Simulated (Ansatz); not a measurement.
Frontier orbitals of CF$_{3}$NSn, SMILES `N#[C][Sn]([F])([F])[F]`.

Charge 0, multiplicity 1. Correlated methods include outer-core shells of Sn, which these sets cover unevenly. Sn takes the def2 core potential. Geometry: relaxed with PBE0-D4/def2-TZVP. Basis def2-TZVPP, the Gaussian-basis code of Ansatz.

```json
{"functional": "r2SCANh", "HOMO (eV)": "-10.76", "LUMO (eV)": "-3.50"}
```

(1) Give HOMO and LUMO (eV) with LDA (SPW92), PBE, revPBE, BLYP, r2SCAN, B97M-V, PBE0, B3LYP, r2SCAN0, HSE06 (plane-wave form), BHLYP, CAM-B3LYP, LC-ωPBE, ωB97X-V, ωB97M-V, HF. (An estimate is asked.)

## Answers

(1) Ansatz gave: 
```csv
functional,HOMO,LUMO
LDA (SPW92),-9.80,-4.52
PBE,-9.61,-4.09
revPBE,-9.53,-3.93
BLYP,-9.53,-4.10
r2SCAN,-10.10,-3.86
B97M-V,-10.13,-3.84
PBE0,-11.32,-3.08
B3LYP,-11.04,-3.48
r2SCAN0,-11.55,-2.94
HSE06 (plane-wave form),-10.91,-3.45
BHLYP,-12.57,-2.08
CAM-B3LYP,-12.78,-2.08
LC-ωPBE,-14.29,-0.62
ωB97X-V,-13.80,-0.76
ωB97M-V,-13.68,-0.90
HF,-14.47,0.95
```

B3LYP here is the variant with VWN-RPA as its local correlation; programs differ in this. LC-ωPBE has ω = 0.4 bohr⁻¹.
